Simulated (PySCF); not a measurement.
PySCF input for H4P2, SMILES PP, PBE-D3(BJ)/def2-TZVP. Geometry: PBE-D3(BJ)/def2-TZVP.

```python
import numpy as np
from pyscf import gto, scf, dft, df
from pyscf.hessian import thermo

mol = gto.M(
    atom='''
    P    -1.11708218    0.13309567    0.00000000
    P     1.11708218   -0.13309567   -0.00000000
    H    -1.31024970   -0.85105228    1.02456268
    H    -1.31024970   -0.85105224   -1.02456273
    H     1.31024970    0.85105224    1.02456273
    H     1.31024970    0.85105228   -1.02456268
    ''',
    basis='def2-TZVP',
    charge=0,
    spin=0,
    max_memory=1600,
    verbose=3,
)
mf = dft.RKS(mol, xc='pbe').density_fit(auxbasis='def2-universal-jkfit')
mf.disp = 'd3bj'
mf.grids.level = 3
mf.conv_tol = 1e-11
mf.max_cycle = 100
mf.kernel()

# [left out here: the lines that compute and print the analytic Hessian (its translational invariance restored by hand, since the grid's response is missing), thermochemistry and intensities]
```

Log of the run:

```
converged SCF energy = -684.799216313992

WARN: DFTD3 does not support analytical Hessian, using finite difference


WARN: Mole.unit (angstrom) is changed to Bohr

Mode                                 0                   1                   2
Irrep
Freq [cm^-1]                       91.9092            425.9796            605.8139
Reduced mass [au]                   1.0369             14.6733              1.0081
Force const [Dyne/A]                0.0052              1.5688              0.2180
Char temp [K]                     132.2369            612.8898            871.6314
Normal mode                   x     y     z       x     y     z       x     y     z
       0   P                -0.00 -0.00  0.02   -0.12  0.01 -0.00   -0.00  0.00 -0.00
       1   P                 0.00 -0.00  0.02    0.12 -0.01 -0.00   -0.00 -0.00 -0.00
       2   H                -0.10 -0.35 -0.33   -0.10  0.00 -0.00   -0.48  0.12  0.02
       3   H                 0.10  0.35 -0.33   -0.10  0.00  0.00    0.48 -0.12  0.02
       4   H                 0.10  0.35 -0.33    0.10 -0.00 -0.00    0.48 -0.12  0.02
       5   H                -0.10 -0.35 -0.33    0.10 -0.00  0.00   -0.48  0.12  0.02
Mode                                 3                   4                   5
Irrep
Freq [cm^-1]                      613.4500            836.9725            887.1079
Reduced mass [au]                   1.0712              1.1143              1.0612
Force const [Dyne/A]                0.2375              0.4599              0.4920
Char temp [K]                     882.6179           1204.2171           1276.3507
Normal mode                   x     y     z       x     y     z       x     y     z
       0   P                 0.03 -0.01 -0.00    0.02 -0.03 -0.00   -0.00  0.00 -0.03
       1   P                 0.03 -0.01  0.00   -0.02  0.03  0.00    0.00 -0.00  0.03
       2   H                -0.47  0.12  0.02   -0.45  0.12  0.05    0.48 -0.06  0.00
       3   H                -0.47  0.12 -0.02   -0.45  0.12 -0.05   -0.48  0.06  0.00
       4   H                -0.47  0.12 -0.02    0.45 -0.12  0.05    0.48 -0.06 -0.00
       5   H                -0.47  0.12  0.02    0.45 -0.12 -0.05   -0.48  0.06 -0.00
Mode                                 6                   7                   8
Irrep
Freq [cm^-1]                     1050.4064           1058.1634           2303.2676
Reduced mass [au]                   1.0297              1.0404              1.0365
Force const [Dyne/A]                0.6694              0.6864              3.2398
Char temp [K]                    1511.3010           1522.4615           3313.8893
Normal mode                   x     y     z       x     y     z       x     y     z
       0   P                -0.01 -0.02  0.00   -0.01 -0.02  0.00   -0.00 -0.02 -0.00
       1   P                 0.01  0.02  0.00   -0.01 -0.02 -0.00    0.00  0.02  0.00
       2   H                 0.14  0.33  0.34    0.10  0.33  0.34    0.07  0.33 -0.36
       3   H                 0.14  0.33 -0.34    0.10  0.33 -0.34    0.07  0.33  0.36
       4   H                -0.14 -0.33  0.34    0.10  0.33 -0.34   -0.07 -0.33 -0.36
       5   H                -0.14 -0.33 -0.34    0.10  0.33  0.34   -0.07 -0.33  0.36
Mode                                 9                  10                  11
Irrep
Freq [cm^-1]                     2311.6307           2311.6660           2324.9795
Reduced mass [au]                   1.0406              1.0372              1.0404
Force const [Dyne/A]                3.2762              3.2655              3.3136
Char temp [K]                    3325.9220           3325.9728           3345.1279
Normal mode                   x     y     z       x     y     z       x     y     z
       0   P                -0.00 -0.00 -0.02    0.00  0.02 -0.00   -0.00 -0.00  0.02
       1   P                -0.00 -0.00  0.02    0.00  0.02  0.00    0.00  0.00  0.02
       2   H                -0.06 -0.33  0.34   -0.07 -0.34  0.37    0.07  0.34 -0.35
       3   H                 0.07  0.35  0.36   -0.06 -0.32 -0.35   -0.07 -0.34 -0.35
       4   H                -0.06 -0.33 -0.34   -0.07 -0.34 -0.37   -0.07 -0.34 -0.35
       5   H                 0.07  0.35 -0.36   -0.06 -0.32  0.35    0.07  0.34 -0.35
temperature 298.1500 [K]
pressure 101325.00 [Pa]
Rotational constants [GHz] 63.37774 5.72718 5.69549
Symmetry number 2
Zero-point energy (ZPE) 0.03377 [Eh]   88651.341 [J/mol]
                           tot       elec      trans        rot        vib
Entropy [J/mol/K]       274.073      0.000    160.994     88.663     24.416
Cv [J/mol/K]             54.893      0.000     12.472     12.472     29.950
Cp [J/mol/K]             63.208      0.000     20.786     12.472     29.950
Internal energy [J/mol]                      3718.434   3718.434  92668.326
Internal energy [Eh]   -684.76109  -684.79922
Enthalpy [J/mol]                             6197.391   3718.434  92668.326
Enthalpy [Eh]          -684.76014
Gibbs free energy [J/mol]                  -41802.978 -22716.350  85388.690
Gibbs free energy [Eh] -684.79127
mode   freq/cm-1   IR/(km/mol)
   1       91.91         5.522
   2      425.98         0.000
   3      605.81         7.173
   4      613.45         8.886
   5      836.97         0.000
   6      887.11         0.000
   7     1050.41         0.000
   8     1058.16        14.104
   9     2303.27         0.000
  10     2311.63         0.052
  11     2311.67        66.295
  12     2324.98        85.457
max |gradient| / (hartree/bohr): 3.149338758393846e-05
APT charges: [ 0.1666  0.1666 -0.0833 -0.0833 -0.0833 -0.0833]
```

The calculation finished and met its thresholds.
